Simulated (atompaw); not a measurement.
strontium: PAW (atompaw) pseudisation with PBE, scalar-relativistic reference atom.

strontium, PAW, made with atompaw 4.2.0.5 (PBE, scalar-relativistic). Core [Kr], reference 4d0 5s2 5p0. Waves: 5s (bound): rc 3.00 bohr; 5s channel at 0.15 Ry: rc 3.00 bohr; 5p (bound, empty): rc 1.65 bohr; 5p channel at 1.1 Ry: rc 3.00 bohr; 4d (bound, empty): rc 2.25 bohr; 4d channel at 3.85 Ry: rc 2.25 bohr. Local part: troulliermartins scheme with l = 3 at 0 Ry, radius 2.05 bohr. Core correction: smooth core density matched at 2.05 bohr. Augmentation charge: besselshape compensation charge, radius 2.80 bohr; PAW radius 3.00 bohr; waves and projectors: custom polynom2 7 10 vanderbiltortho.

All-electron outer shells of the reference configuration (PBE, scalar-relativistic, ld1.x):

```csv
shell,level (eV),outermost node (bohr),outermost maximum (bohr)
4s,-40.90,0.59,1.19
4p,-22.82,0.61,1.33
5s,-3.53,1.65,3.72
5p,-1.28,1.96,4.83
4d,-1.28,0.65,2.12
```

Q: Does the generator finish with these settings?

A: Yes, a potential is produced.

Q: Estimate the cutoffs (Ry, on a coarse ladder) from which the occupation-weighted sum of valence levels, in a spherical-Bessel basis at the reference potential, stays within 10 and 1 mRy of its value at 400 Ry.

A: 6 Ry and 8 Ry. The cutoffs count occupied waves only; the empty 5p level needs 12 Ry at the loose tolerance.

Q: What does a ghost test show?

A: Ghost states, extra bound levels that the all-electron valence spectrum of the same l lacks: p at -93.1 eV, s at -76.3 eV. A true bound ghost makes a file unfit for plane-wave use.

Q: Is the overlap operator S = 1 + Σ q|β⟩⟨β| positive definite (Bessel basis up to 400 Ry)?

A: Barely: its lowest eigenvalue is 0.013 (p channel).
